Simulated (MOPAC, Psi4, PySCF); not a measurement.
Intermolecular potential of CH2O2 ··· CHN (SMILES O=CO and C#N). Monomers: optimised at B3LYP-D3(BJ) (def2-TZVP), held rigid. Orientation: a random orientation, not optimised. The monomers approach along the line of their centres of mass (distance R); nothing else relaxes.

Geometry at R = 3.73 Å (first 5 atoms: monomer A):
```
8

O      0.8136    -0.5324    -0.0621
C     -0.4198     0.0009    -0.0491
O     -0.6803     1.1288     0.2544
H      1.4376     0.1588     0.2164
H     -1.1510    -0.7561    -0.3596
C     -3.9779     0.0603     0.5172
N     -3.3390    -0.0666     1.4603
H     -4.5725     0.1784    -0.3605
``` The table gives interaction energies.

```json
[
 {"R / Å": "3.10", "A": "33.38", "B": "20.90", "C": "47.81"},
 {"R / Å": "3.36", "A": "9.73", "B": "3.35", "C": "21.15"},
 {"R / Å": "3.54", "A": "4.37", "B": "-1.11", "C": "12.06"},
 {"R / Å": "3.73", "A": "2.46", "B": "-2.57", "C": "6.75"},
 {"R / Å": "3.93", "A": "1.78", "B": "-2.41", "C": "3.78"},
 {"R / Å": "4.14", "A": "1.38", "B": "-1.60", "C": "2.18"},
 {"R / Å": "4.39", "A": "0.97", "B": "-0.65", "C": "1.27"},
 {"R / Å": "4.70", "A": "0.59", "B": "0.04", "C": "0.80"},
 {"R / Å": "5.24", "A": "0.28", "B": "0.31", "C": "0.52"},
 {"R / Å": "5.91", "A": "0.17", "B": "0.25", "C": "0.39"},
 {"R / Å": "6.95", "A": "0.11", "B": "0.17", "C": "0.26"},
 {"R / Å": "8.24", "A": "0.07", "B": "0.11", "C": "0.17"}
]
```

Energies in kJ/mol.

Task: Which curve belongs to which method? The methods are AM1, restricted, heats of formation (MOPAC); Psi4 with HF/aug-cc-pVDZ, counterpoise-corrected; restricted B3LYP/3-21G, no counterpoise correction (PySCF).

Result: A is AM1; B is RKS-B3LYP/3-21G; C is HF/aug-cc-pVDZ.
